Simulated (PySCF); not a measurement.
# Computed data sheet: `O=C([O-])/C=C/S(=O)(=O)O`

C3H3O5S (charge -1).
Atom-mapped SMILES: `[O:1]=[C:2]([O-:3])/[CH:4]=[CH:5]/[S:6](=[O:7])(=[O:8])[OH:9]` (hydrogens: H10 on C4; H11 on C5; H12 on O9)

Geometry (PBE0-D3(BJ)/def2-SVP, Å), atoms numbered from 1 in this order:
```
atom  x, y, z in Å
O1     3.0469    1.0157    0.0282
C2     2.4104   -0.0145   -0.2559
O3     2.6771   -0.9795   -0.9837
C4     1.0066    0.0038    0.3793
C5    -0.0562   -0.4960   -0.2623
S6    -1.6752   -0.3061    0.3379
O7    -1.6676    0.2785    1.6728
O8    -2.4754   -1.4804    0.0490
O9    -2.2960    0.8369   -0.6696
H10    0.8707    0.5357    1.3276
H11    0.0290   -1.0471   -1.2031
H12   -1.8442    1.6648   -0.4497
```

Some functional groups and rings: carboxylate and C=C double bond.

From PBE0-D3(BJ)/def2-SVP geometry optimisation, gas phase (PySCF):

```yaml
Point_group: C1
Rotational_constants_A_B_C: 3.344, 0.693, 0.656 GHz
```

From B3LYP/def2-SVPD ground state and vertical TDDFT (core frozen in the response) (PySCF):

```yaml
HOMO_energy: -2.53 eV
LUMO_energy: 1.88 eV
HOMO–LUMO_gap: 4.41 eV
Lowest_singlet_excitation: 3.37 eV (367 nm, f = 0.007)
Strongest_line_among_the_6_lowest_singlet_transitions: S2 at 3.48 eV (356 nm, f = 0.026)
Static_isotropic_polarisability: 86.9 au
Electronic_spatial_extent_⟨r²⟩_about_the_centre_of_nuclear_charge: 1680 bohr²
```

Monoisotopic mass of the ion (most abundant isotopes, electron mass counted): 150.9707 u.

S1 lies 1.04 eV below the HOMO–LUMO gap; its leading configuration is HOMO→LUMO, weight 0.64, beside HOMO−1→LUMO, weight 0.34. The 6 singlets span 3.37 to 4.96 eV, and their oscillator strengths add up to 0.05. No computed singlet falls in the visible range (750 to 380 nm, 1.65 to 3.26 eV); S1 lies 0.11 eV above its blue end. The principal polarisabilities are 63.8, 80.4 and 116.7 au; their mean is the isotropic value.

 The geometry's basis has no diffuse functions, a weakness for an anion.

One conformer stands for the species.
